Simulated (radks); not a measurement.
Species: the lutetium ion Lu2+. Configuration: [Xe] 4f14 6s1. All-electron calculation, scalar-relativistic Kohn-Sham, PBE, spin-polarised, spherical densities, point nucleus; open shells are filled with parallel spins first (spin-orbit coupling, left out, can overturn this in heavy ions). Program: a radial shooting solver on a logarithmic mesh with Libxc functionals.

Normalised radial functions P(r) = r R(r), r in bohr:

```
   r/bohr * 6s up, o 5d up, + 6s down (the largest magnitude, 0.713, reaches the edge; | marks zero, & curves that meet)
0.0008236                             o&
0.0009588                             o&
 0.001116                             o&
 0.001299                             o&
 0.001501                             o&
 0.001747                             o&
 0.002034                             o&
 0.002368                             o&
 0.002757                             o &
 0.003209                             o &
 0.003736                             o &
 0.004349                             o &
 0.005063                             o &
 0.005847                             o &
 0.006807                             o &
 0.007925                             o &
 0.009226                             o &
  0.01074                             o &
   0.0125                             o &
  0.01456                             o &
  0.01695                             o&
  0.01973                             o&
  0.02278                             &o
  0.02652                            &|o
  0.03088                           & |o
  0.03594                          +* |o
  0.04185                          &  | o
  0.04871                         &   |  o
  0.05671                         &   |  o
  0.06602                          &  |   o
  0.07686                           & |    o
  0.08876                             &     o
   0.1033                             | &    o
   0.1203                             |   &  o
     0.14                             |    & o
    0.163                             |    *&
   0.1898                             |  o&
    0.221                             o &
   0.2572                          o& |
   0.2995                      o &    |
   0.3458                   o +*      |
   0.4026                  o  &       |
   0.4687                   o    &    |
   0.5456                     o       &
   0.6352                          o  |    &
   0.7395                             |  o      &
   0.8609                             |         o  &
    1.002                             |           &   o
    1.167                             |       &            o
    1.347                             | &                      o
    1.569                      +*     |                          o
    1.826              +*             |                          o
    2.126        &                    |                        o
    2.475    &                        |                      o
    2.881   +*                        |                  o
    3.354      &                      |              o
    3.905           &                 |         o
    4.546                *+           |      o
     5.25                     *+      |   o
    6.112                         &   | o
    7.115                           & |o
    8.283                            &o
    9.643                             &
```

6s up: eigenvalue -18.007 eV, 5 radial nodes at r = 0.0231, 0.0920, 0.239, 0.552, 1.40 bohr, <r> = 3.05 bohr, 90 % of the charge inside 4.37 bohr. 5d up (empty): eigenvalue -17.046 eV, 2 radial nodes at r = 0.224, 0.683 bohr, <r> = 2.20 bohr, 90 % of the charge inside 3.42 bohr. 6s down (empty): eigenvalue -16.915 eV, 5 radial nodes at r = 0.0231, 0.0920, 0.239, 0.552, 1.39 bohr, <r> = 3.00 bohr, 90 % of the charge inside 4.29 bohr.
